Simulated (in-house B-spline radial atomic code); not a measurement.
Whole-atom quantities along the 58-electron series, configuration [Kr] 4d10 4f11 5s1. Breit and QED terms are first order and not part of the total energy; the density at the nucleus is averaged over the nuclear charge. Computed with a radial B-spline atomic code at the basis-set limit: Dirac-Hartree-Fock, average of the configuration, finite nuclei.

```json
{"ion": "Hf14+", "Z": "72", "E/Z² (Eh)": "-2.898", "Σ<r²> (bohr²)": "11.421", "n(0)/Z³ (bohr⁻³)": "2.9846", "Lamb diamagnetic shielding (ppm)": "9068.1", "repulsion over attraction": "0.13477", "Breit energy (eV)": "416.1", "self-energy (eV)": "343.05", "vacuum polarisation (eV)": "-60.087", "Dirac less non-relativistic energy (Eh)": "-766.62"}
{"ion": "Ta15+", "Z": "73", "E/Z² (Eh)": "-2.916", "Σ<r²> (bohr²)": "10.745", "n(0)/Z³ (bohr⁻³)": "3.103", "Lamb diamagnetic shielding (ppm)": "9252.95", "repulsion over attraction": "0.13331", "Breit energy (eV)": "436.47", "self-energy (eV)": "361.6", "vacuum polarisation (eV)": "-64.251", "Dirac less non-relativistic energy (Eh)": "-815.85"}
{"ion": "W16+", "Z": "74", "E/Z² (Eh)": "-2.9339", "Σ<r²> (bohr²)": "10.134", "n(0)/Z³ (bohr⁻³)": "3.2255", "Lamb diamagnetic shielding (ppm)": "9439.55", "repulsion over attraction": "0.13185", "Breit energy (eV)": "457.56", "self-energy (eV)": "380.98", "vacuum polarisation (eV)": "-68.673", "Dirac less non-relativistic energy (Eh)": "-867.61"}
```
